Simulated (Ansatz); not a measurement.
Consider the ligand exchange at the In–C bond: `[CH3][In]([Cl])[N]=C=O` + HCl → `O=C=[N][In]([Cl])[Cl]` + CH₄.

Program: Ansatz. Geometries: PBE0-D4/def2-TZVP. ΔE: electronic, gas phase. CBS: MP2 limit from def2 TZ/QZ plus the TZ coupled-cluster correction, frozen cores. This one scheme is used for every species. Functionals use def2-TZVPP. Elements past krypton have def2 core potentials. For In outer-core shells are correlated without core-valence functions, which leaves a few kJ/mol of doubt a bond. Each species was taken in one conformer, which may not be the lowest.

Task: Is it downhill or uphill in electronic energy at CCSD(T)/CBS, and by how much? (Estimate.)

Result: Ansatz gave: Downhill: ΔE = -107.1 kJ/mol.

Task: What do these levels give: LDA (SPW92), revPBE-D4, r2SCANh-D4, CAM-B3LYP-D4, ωB97X-V, B2PLYP, BLYP, CAM-B3LYP, RPA@PBE/def2-TZVPP, CCSD(T)/def2-TZVPP, MP2/def2-QZVPP, HF/CBS(def2)? (An estimate is asked.)

Result: Ansatz gave: LDA (SPW92) -95.2, revPBE-D4 -105.0, r2SCANh-D4 -112.6, CAM-B3LYP-D4 -110.3, ωB97X-V -111.0, B2PLYP -110.4, BLYP -108.0, CAM-B3LYP -110.5, RPA@PBE/def2-TZVPP -99.9, CCSD(T)/def2-TZVPP -104.0, MP2/def2-QZVPP -105.2, HF/CBS(def2) -132.8 kJ/mol.

Largest T1 diagnostic among the species: 0.015.

Leaving LDA and LC-ωPBE aside and taking each functional with its dispersion term where it has one, the values, not all of them listed here, spread over 16.6 kJ/mol, from B97M-V to PBE-D4. LDA lies +9.0 kJ/mol from PBE without D4. At CCSD(T), def2-SVP lies −12.9 kJ/mol from the extrapolated value and def2-TZVPP +3.1 kJ/mol. From PBE to PBE0 (25 % exact exchange), in def2-TZVPP and without D4, ΔE moves by −4.6 kJ/mol.
